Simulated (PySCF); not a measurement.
## C₆ coefficients of unlike pairs at M06-L

Calculated with PySCF 2.14 from the dipole response of each species, C₆(A,B) = (3/π) ∫ α_A(iu) α_B(iu) du, in atomic units, from isotropic polarisabilities. For ions this is the dispersion term alone; charge-induced terms of lower order in 1/R come first.

| species | configuration | basis | relativity | α (bohr³) | C₆ (like pair) |
| --- | --- | --- | --- | --- | --- |
| B⁺ | [He] 2s2 (1S) | aug-cc-pwCVQZ (9s8p6d4f2g) | none | 10.63 | 29.69 |
| Ar²⁺ | [Ne] 3s2 3p4 (3P) | aug-cc-pwCVTZ (8s7p5d3f) | none | 4.720 | 16.71 |
| C³⁺ | [He] 2s1 (2S) | def2-TZVPPD (6s3p3d1f) | none | 3.428 | 2.920 |
| Pt²⁺ | [Xe] 4f14 5d8 (3F) | def2-TZVPPD with the def2 core potential (60 electrons) (6s5p3d2f1g) | core potential | 7.945 | 51.14 |

Problem. Estimate C₆ for Pt²⁺ with B⁺.

Solution. The integral gives 33.31. The combination rule 2 C_A C_B / (C_A α_B/α_A + C_B α_A/α_B) gives 33.52 and the geometric mean 38.97.

No spin-orbit coupling is included.

The other pairs:

| pair | C₆ |
| --- | --- |
| Ar²⁺, B⁺ | 19.76 |
| Pt²⁺, C³⁺ | 10.41 |
| C³⁺, Ar²⁺ | 6.163 |
| C³⁺, B⁺ | 9.307 |
| Pt²⁺, Ar²⁺ | 29.05 |
